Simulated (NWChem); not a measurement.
# Dipole moment of BCl

```xyz
2

B      0.0000     0.0000    -1.3285
Cl     0.0000     0.0000     0.3907
```
Charge 0, spin multiplicity 1.

Everything below was run with NWChem. All single points use one geometry, from PBE0/def2-SVP, a minimum by its harmonic frequencies.

Basis set: 6-31G*. The CCSD dipole comes from the Λ equations, without orbital relaxation.

The correlated methods keep 6 core orbitals frozen. B3LYP has NWChem's definition, with VWN1-RPA local correlation. The Pople sets run with spherical d functions. The structure started from a generated list of species. Coupled-cluster values serve here as a point of comparison, not as the truth.

### Question
Order these methods by the dipole moment they give, lowest first: HF, BHandHLYP, PBE, B3LYP.

### Answer
HF (0.92 D), BHandHLYP (1.05 D), B3LYP (1.19 D), PBE (1.30 D)
